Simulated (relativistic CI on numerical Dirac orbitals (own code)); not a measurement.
Transition arrays of Ba XIX

Method of calculation: Dirac-Coulomb-Breit CI, separate exchange-only KLI orbitals for each configuration, model QED (radiative potential, 1s self-energy scaled to tabulated hydrogen-like ionisation energies), valence Slater integrals scaled by 0.9, whole transition arrays (own radial code, finite nucleus).

CI space (outside the closed core [Ar] 3d10 4s2): 4p6.4d2, 4p6.4d.4f, 4p5.4d3, 4p6.4d.5p, 4p6.4d.5f. Levels of other configurations are missing.

All E1 lines from the levels of 4p6.4d2; mean and standard deviation are weighted by gf, and upper levels are sorted by their leading configuration.

| Upper configuration | Lines | Σgf | Mean (eV) | Mean (nm) | σ (eV) | Strongest line (nm) |
| --- | --- | --- | --- | --- | --- | --- |
| 4p6.4d.4f | 18 | 60.7 | 128.39 | 9.657 | 2.14 | 9.564 |
| 4p5.4d3 | 529 | 212.6 | 126.96 | 9.766 | 7.11 | 9.547 |
| 4p6.4d.5p | 60 | 9.8 | 174.66 | 7.099 | 2.42 | 7.067 |
| 4p6.4d.5f | 81 | 10.4 | 259.50 | 4.778 | 2.23 | 4.791 |

Σgf per state of the lower configuration in bins of 0.2 nm over the central range (centre: value): 4.7: 0.16, 4.9: 0.07, 7.1: 0.17, 7.3: 0.03, 9.3: 0.21, 9.5: 2.20, 9.7: 2.87, 9.9: 0.32, 10.1: 0.07, 11.1: 0.03, 11.3: 0.03, 11.5: 0.04.

Q: How do configuration mixing and the scaling of the Slater integrals move the arrays?

A: Slater scale 0.9, no configuration mixing: 4p6.4d.4f 115.8 ± 3.8 eV (Σgf 67.1), 4p5.4d3 120.9 ± 9.4 eV (Σgf 187.3), 4p6.4d.5p 174.7 ± 2.4 eV (Σgf 11.4), 4p6.4d.5f 259.5 ± 2.2 eV (Σgf 11.9); Slater scale 1: 4p6.4d.4f 130.3 ± 1.9 eV (Σgf 73.8), 4p5.4d3 129.5 ± 7.3 eV (Σgf 205.0), 4p6.4d.5p 174.7 ± 2.5 eV (Σgf 9.6), 4p6.4d.5f 259.5 ± 2.3 eV (Σgf 10.3); Slater scale 0.8: 4p6.4d.4f 126.1 ± 2.0 eV (Σgf 71.7), 4p5.4d3 124.4 ± 7.4 eV (Σgf 196.2), 4p6.4d.5p 174.7 ± 2.3 eV (Σgf 10.1), 4p6.4d.5f 259.5 ± 2.1 eV (Σgf 10.5). With mixing, levels are counted to their leading configuration, so an array can shrink or vanish into another, and the sums then hold other lines.
